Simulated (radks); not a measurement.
Sm2+, configuration [Xe] 4f6.

Method: scalar-relativistic Kohn-Sham, LDA (Slater exchange, Perdew-Wang correlation), spin-polarised, spherical densities, point nucleus; open shells are filled with parallel spins first (spin-orbit coupling, left out, can overturn this in heavy ions); computed with a radial shooting solver on a logarithmic mesh with Libxc functionals.

Energy parts (hartree):
total: -10419.5708
kinetic: 11135.9732
electron-nucleus: -25345.4250
Hartree: 4017.8657
exchange-correlation: -227.9847

Orbitals (lengths in bohr, moments of r in powers of bohr):
orbital  occ.  eigenvalue (hartree)      <r^2>
1s down     1             -1714.264  0.0007057
1s up       1             -1714.264  0.0007057
2s up       1             -280.5486    0.01112
2s down     1             -280.5462    0.01112
2p up       3             -250.4199   0.008923
2p down     3             -250.4183   0.008922
3s up       1             -61.83122    0.07447
3s down     1             -61.76032    0.07437
3p up       3             -52.41253    0.07454
3p down     3             -52.34224    0.07442
3d up       5             -39.62574    0.06288
3d down     5             -39.57069    0.06273
4s up       1             -12.70828     0.3794
4s down     1             -12.53975     0.3793
4p up       3              -9.61222     0.4288
4p down     3              -9.44431     0.4289
4d up       5              -5.26810     0.5234
4d down     5              -5.10221     0.5250
5s up       1              -2.12369      2.205
5s down     1              -2.02867      2.269
5p up       3              -1.37548      3.034
5p down     3              -1.30287      3.165
4f up       6              -0.63357      1.267
4f down     0              -0.49216      1.526

The highest occupied level is 4f up at -17.240 eV. Summed over all electrons, <r^2> = 40.54 bohr^2, which gives a Langevin (diamagnetic) susceptibility term of -32.1 x 10^-6 cm^3/mol. The density falls to 0.001 e/bohr^3 at r = 3.51 bohr. For comparison, the ionisation energy in NIST's Atomic Spectra Database is 23.6 eV (semi-empirical). In exact Kohn-Sham theory the highest level is minus the ionisation energy, but local and semilocal functionals leave it too shallow, through self-interaction and a potential that decays too fast; potentials with the right tail come closer.
